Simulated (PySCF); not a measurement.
# EPR parameters of C5H9OS

Species: C5H9OS (doublet state).
Cartesian coordinates in Å at the GFN2-xTB level; atoms count from 1:
```xyz
16
C5H9OS angstrom
C      2.2839    1.3010    0.6591
O      1.0886    0.6006    0.4266
C      0.7446    0.4305   -0.9222
C     -0.3433   -0.1327   -1.3432
C     -1.5750   -0.8199   -1.0138
C     -1.6179   -1.3642    0.4334
S     -1.8726   -0.0523    1.6625
H      2.3956    1.3605    1.7410
H      3.1447    0.7723    0.2354
H      2.2422    2.3139    0.2439
H      1.4805    0.8309   -1.6130
H     -2.4280   -0.1511   -1.1673
H     -1.6979   -1.6790   -1.6838
H     -2.4669   -2.0379    0.5484
H     -0.6953   -1.8886    0.6758
H     -0.6908    0.5247    1.4649
```

The hyperfine couplings belong to this conformer and change with its torsions.

The species is `CO/C=[C]\CCS` [radical].

Computed, not measured: UKS B3LYP, pcH-1 on C H O S, non-relativistic, mean-field spin-orbit, GIAO in PySCF 2.14.0. The structure is a single GFN2-xTB conformer in the gas phase; no vibrational or solvent corrections. The geometry wasn't refined by DFT: couplings that depend on bond lengths, twists or pyramidal angles can differ widely from those at the functional's own minimum. The SCF solution wasn't tested for stability.

| Quantity | Value |
| --- | --- |
| g1, g2, g3 | 2.00159, 2.00203, 2.00360 |
| g_iso | 2.00241 |
| Form of g | rhombic: the two nearest values differ by 22 % of g3 − g1 |
| ⟨S²⟩ | 0.7581 (exact 0.7500) |
| α and β electrons | 32, 31 |
| Total energy | -669.27388 Eh |

Isotropic coupling and dipolar principal values T1 to T3, in G; ρ(0) is the spin density at the nucleus (MHz turned into gauss with g_iso; 10 G = 1 mT):

```json
{"atom": "C1", "isotope": "13C", "a_iso": "0.4", "of which spin–orbit": "0.0", "T1": "-0.5", "T2": "-0.5", "T3": "1.0", "Mulliken spin population": "0.01", "ρ(0) (bohr⁻³)": "0.0010"}
{"atom": "O2", "isotope": "17O", "a_iso": "-24.6", "of which spin–orbit": "0.0", "T1": "-7.0", "T2": "2.3", "T3": "4.7", "Mulliken spin population": "0.04", "ρ(0) (bohr⁻³)": "0.1137"}
{"atom": "C3", "isotope": "13C", "a_iso": "11.9", "of which spin–orbit": "0.0", "T1": "-5.8", "T2": "1.1", "T3": "4.7", "Mulliken spin population": "-0.13", "ρ(0) (bohr⁻³)": "0.0296"}
{"atom": "C4", "isotope": "13C", "a_iso": "96.4", "of which spin–orbit": "-0.1", "T1": "-28.8", "T2": "-21.7", "T3": "50.5", "Mulliken spin population": "1.01", "ρ(0) (bohr⁻³)": "0.2404"}
{"atom": "C5", "isotope": "13C", "a_iso": "-1.4", "of which spin–orbit": "0.0", "T1": "-1.5", "T2": "-1.1", "T3": "2.6", "Mulliken spin population": "-0.05", "ρ(0) (bohr⁻³)": "-0.0034"}
{"atom": "C6", "isotope": "13C", "a_iso": "26.0", "of which spin–orbit": "0.0", "T1": "-2.2", "T2": "-2.2", "T3": "4.4", "Mulliken spin population": "0.05", "ρ(0) (bohr⁻³)": "0.0648"}
{"atom": "S7", "isotope": "33S", "a_iso": "0.1", "of which spin–orbit": "0.0", "T1": "-0.4", "T2": "-0.2", "T3": "0.6", "Mulliken spin population": "0.01", "ρ(0) (bohr⁻³)": "0.0005"}
{"atom": "H8", "isotope": "1H", "a_iso": "0.9", "of which spin–orbit": "0.0", "T1": "-0.6", "T2": "-0.1", "T3": "0.7", "Mulliken spin population": "0.00", "ρ(0) (bohr⁻³)": "0.0006"}
{"atom": "H9", "isotope": "1H", "a_iso": "-0.5", "of which spin–orbit": "0.0", "T1": "-0.6", "T2": "-0.2", "T3": "0.8", "Mulliken spin population": "0.00", "ρ(0) (bohr⁻³)": "-0.0003"}
{"atom": "H10", "isotope": "1H", "a_iso": "-0.6", "of which spin–orbit": "0.0", "T1": "-0.6", "T2": "-0.2", "T3": "0.8", "Mulliken spin population": "0.00", "ρ(0) (bohr⁻³)": "-0.0004"}
{"atom": "H11", "isotope": "1H", "a_iso": "28.5", "of which spin–orbit": "0.0", "T1": "-2.4", "T2": "-1.4", "T3": "3.9", "Mulliken spin population": "0.03", "ρ(0) (bohr⁻³)": "0.0179"}
{"atom": "H12", "isotope": "1H", "a_iso": "3.5", "of which spin–orbit": "0.0", "T1": "-2.1", "T2": "-1.6", "T3": "3.7", "Mulliken spin population": "0.00", "ρ(0) (bohr⁻³)": "0.0022"}
{"atom": "H13", "isotope": "1H", "a_iso": "22.6", "of which spin–orbit": "0.0", "T1": "-2.4", "T2": "-1.9", "T3": "4.3", "Mulliken spin population": "0.02", "ρ(0) (bohr⁻³)": "0.0142"}
{"atom": "H14", "isotope": "1H", "a_iso": "4.4", "of which spin–orbit": "0.0", "T1": "-1.3", "T2": "-0.6", "T3": "1.9", "Mulliken spin population": "0.01", "ρ(0) (bohr⁻³)": "0.0027"}
{"atom": "H15", "isotope": "1H", "a_iso": "-1.5", "of which spin–orbit": "0.0", "T1": "-1.7", "T2": "-0.7", "T3": "2.4", "Mulliken spin population": "0.00", "ρ(0) (bohr⁻³)": "-0.0009"}
{"atom": "H16", "isotope": "1H", "a_iso": "-0.2", "of which spin–orbit": "0.0", "T1": "-1.1", "T2": "-0.8", "T3": "1.9", "Mulliken spin population": "0.00", "ρ(0) (bohr⁻³)": "-0.0002"}
```

Largest spin populations (Mulliken): C4 (+1.01) and C3 (-0.13). No atom but C4 exceeds +0.15. The positive populations add up to 1.19 and the negative ones to -0.19, together 2S = 1.

Axes: g1 points within 15° of the C3–C4 bond.

Under fast tumbling the dipolar parts average out, and these isotropic splittings remain: 1 × 1H (H11, I = 1/2, 2 lines) with 2.85 mT, 2 × 1H (H12/H13, I = 1/2, 3 lines) with 1.31 mT and 2 × 1H (H14/H15, I = 1/2, 3 lines) with 0.14 mT.

Nuclei that the bonding pattern makes equivalent are averaged, as if the motion that swaps them (rotation, inversion, ring flip) were fast. The 1H value of +36.6 MHz is a mean of couplings from 9.9 to 63.4 MHz in this one geometry, not an average over conformers. The 1H value of +4.0 MHz is a mean of couplings from -4.1 to 12.2 MHz in this one geometry, not an average over conformers.

The 13C coupling of C4 (270.1 MHz) shows only in satellite lines or after enrichment, since that isotope makes up about 1.07 % of natural carbon.

The 17O coupling of O2 (-69.0 MHz) shows only in satellite lines or after enrichment, since that isotope makes up about 0.038 % of natural oxygen.

On an Arm Neoverse V1 with one thread, shared host, this took 95 s (grids of density and orbitals included) and 1.0 GiB of memory at its peak.
